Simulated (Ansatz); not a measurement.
Ansatz (an electronic-structure program) input (RI-MP2/def2-QZVPPD):
A basis named .json is the Basis Set Exchange file of that set.

Ansatz 0.2 input:
```yaml
crystal:
  periodic: [false, false, false]
  atoms:
    - {symbol: Bi, position_ang: [-0.24924664, 0.00000000, -0.00000000]}
    - {symbol: F, position_ang: [1.14930395, 0.00000000, 1.58850821]}
    - {symbol: F, position_ang: [1.14930395, 0.00000000, -1.58850821]}
basis:
  gaussian:
    orbitals: def2-QZVPPD.json
    fitting: {mean_field: def2-universal-jkfit, correlation: def2-QZVPPD-RIFIT.json}
total_charge: -1
magnetization: {spin_polarized: false}
correlation: {method: mp2, electrons: outside_noble_gas}
```

End of the output:

```
integrals: 0.19 GiB planned
405 factors; integrals over basis functions are off by at most 1.4e0 eV
mean field: 0.51 GiB planned
mean field evaluation 1: about -11226.6350 eV, gradient 1.9e1 eV
mean field evaluation 2: about -11227.2982 eV, gradient 9.1e0 eV
mean field evaluation 4: about -11227.4229 eV, gradient 5.8e-1 eV
mean field evaluation 8: about -11227.4245 eV, gradient 2.8e-6 eV
mean field -11227.42454239 eV, -412.6002417112 hartree, gradient 2.8e-6 eV, S^2 0.000000; 0 other end points of the search recorded, 0 dependent functions left out
11 core orbitals not correlated, not the lowest: weight in the atoms' cores, before any rotation towards them, 0.888 or more for the frozen orbitals, at most 0.109 for the correlated occupied ones
595 factors; their error is unknown
reference -11227.42454239 eV, -412.6002417112 hartree; 10, 10 occupied and 199, 199 virtual orbitals, 595 factors
second order -18.73779162 eV of doubles, -0.00000000 eV of singles
Total energy: -11246.16233401 eV, -413.2888428524 hartree
```
